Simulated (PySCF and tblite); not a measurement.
Results of a calculation; reference values are marked as such.
3 regioisomers of C₇H₇FO:

| isomer | SMILES |
| --- | --- |
| A | [CH3:1][O:2][c:3]1[cH:4][cH:5][cH:6][c:7]([F:8])[cH:9]1 |
| B | [CH3:1][O:2][c:3]1[cH:4][cH:5][cH:6][cH:7][c:8]1[F:9] |
| C | [CH3:1][O:2][c:3]1[cH:4][cH:5][c:6]([F:7])[cH:8][cH:9]1 |

Each isomer is a Boltzmann average at 298.15 K over at most 4 conformers: GFN2-xTB geometries, energies B3LYP/def2-SVP (IEF-PCM, dichloromethane) (D3(BJ) added where defined), GFN2-xTB thermal terms. Programs: PySCF with density fitting and tblite.

(1) Rank the isomers by free energy at 298.15 K.

The search found a single conformer for at least one isomer; other rotamers may be missing.

Answers

(1) 
```
isomer  ΔG (kcal/mol)  ΔE, lowest conformer  conformers  largest weight %  rms dipole (D)
     A            0.0                   0.0           2                59            2.60
     C            1.6                   1.3           1               100            2.88
     B            3.7                   3.4           1               100            3.06
```
